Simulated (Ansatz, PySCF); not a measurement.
This Ansatz (a program for electronic structure) input computes a BLYP/def2-TZVPD energy:

Ansatz 0.2 input:
```yaml
crystal:
  periodic: [false, false, false]
  atoms:
    - {symbol: Sb, position_ang: [0.00343563, -0.00004988, 0.25533134]}
    - {symbol: F, position_ang: [-1.37945032, -1.00852517, -0.46401559]}
    - {symbol: F, position_ang: [-0.19341695, 1.69352816, -0.47944651]}
    - {symbol: F, position_ang: [1.55339872, -0.68472034, -0.50341548]}
basis:
  gaussian:
    orbitals: def2-TZVPD
hamiltonian:
  xc: {name: BLYP}
total_charge: 1
magnetization: {spin_polarized: true, initial_magnetization: 1}
output: {forces: true}
```

**Question.** Write an input for the same energy in PySCF and say what it gives.

**Answer.** 
```python
from pyscf import gto, scf, dft

mol = gto.M(
    atom='''
    Sb    0.00343563   -0.00004988    0.25533134
    F    -1.37945032   -1.00852517   -0.46401559
    F    -0.19341695    1.69352816   -0.47944651
    F     1.55339872   -0.68472034   -0.50341548
    ''',
    basis='def2-tzvpd',
    ecp='def2-tzvp',
    charge=1,
    spin=1,
    verbose=4,
)

mf = dft.UKS(mol, xc='blyp').density_fit(auxbasis='def2-universal-jkfit')
mf.grids.level = 3
mf.conv_tol = 1e-9
mf.max_cycle = 100
mf.max_memory = 1500
mf.kernel()
if not mf.converged:
    mf = mf.newton()
    mf.kernel(mf.make_rdm1())
for _ in range(2):
    mo, _, stable, _ = mf.stability(return_status=True)
    if stable:
        break
    mf.kernel(mf.make_rdm1(mo, mf.mo_occ))
mf.analyze()
```
It gives -539.54702 Eh, and Ansatz -539.54695 Eh, a difference of 0.07 mEh, from the treatment of integrals and grids.
